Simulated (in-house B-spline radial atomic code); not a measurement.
# Yb3+: [Xe] (4f5/2)5 (4f7/2)7 (7p3/2)1 (an excited or competing configuration)

Computed with a radial B-spline atomic code at the basis-set limit: Dirac-Hartree-Fock, average of the jj configuration, Fermi nucleus of rms radius 5.3108 fm.

Z_r = [3n² - l(l+1)]/(2<r>); Z_e = n√(-2ε); the last column is Slater's effective charge. Values are occupation-weighted means over j. An effective charge above Z reflects the relativistic contraction of the inner shells.

```json
{"shell": "1s", "electrons": "2", "ε (eV)": "-61757", "<r> (bohr)": "0.01966", "Z_r": "76.30", "Z_e": "67.37", "Slater": "69.70"}
{"shell": "2s", "electrons": "2", "ε (eV)": "-10635", "<r> (bohr)": "0.08269", "Z_r": "72.56", "Z_e": "55.92", "Slater": "65.85"}
{"shell": "2p", "electrons": "6", "ε (eV)": "-9422.4", "<r> (bohr)": "0.07378", "Z_r": "67.77", "Z_e": "52.63", "Slater": "65.85"}
{"shell": "3s", "electrons": "2", "ε (eV)": "-2495.3", "<r> (bohr)": "0.2157", "Z_r": "62.59", "Z_e": "40.63", "Slater": "58.75"}
{"shell": "3p", "electrons": "6", "ε (eV)": "-2118.7", "<r> (bohr)": "0.2151", "Z_r": "58.12", "Z_e": "37.44", "Slater": "58.75"}
{"shell": "3d", "electrons": "10", "ε (eV)": "-1635.2", "<r> (bohr)": "0.1961", "Z_r": "53.55", "Z_e": "32.89", "Slater": "48.85"}
{"shell": "4s", "electrons": "2", "ε (eV)": "-561.55", "<r> (bohr)": "0.4873", "Z_r": "49.25", "Z_e": "25.70", "Slater": "42.25"}
{"shell": "4p", "electrons": "6", "ε (eV)": "-434.11", "<r> (bohr)": "0.5158", "Z_r": "44.59", "Z_e": "22.59", "Slater": "42.25"}
{"shell": "4d", "electrons": "10", "ε (eV)": "-257.65", "<r> (bohr)": "0.5579", "Z_r": "37.64", "Z_e": "17.41", "Slater": "30.85"}
{"shell": "5s", "electrons": "2", "ε (eV)": "-110.93", "<r> (bohr)": "1.181", "Z_r": "31.75", "Z_e": "14.28", "Slater": "14.05"}
{"shell": "5p", "electrons": "6", "ε (eV)": "-76.098", "<r> (bohr)": "1.351", "Z_r": "27.02", "Z_e": "11.82", "Slater": "14.05"}
{"shell": "4f", "electrons": "12", "ε (eV)": "-65.538", "<r> (bohr)": "0.6832", "Z_r": "26.35", "Z_e": "8.78", "Slater": "20.15"}
{"shell": "7p", "electrons": "1", "ε (eV)": "-12.772", "<r> (bohr)": "6.269", "Z_r": "11.57", "Z_e": "6.78", "Slater": "4.00"}
```

The least bound orbital is 7p3/2 at -12.77 eV, and it is also the most diffuse (<r> = 6.269 bohr).

For the 1s electron the small component carries 6.9 % of the norm, the zero-frequency Breit interaction raises the level by 202.4 eV, self-energy by 124.3 eV, and vacuum polarisation lowers it by 22.14 eV.
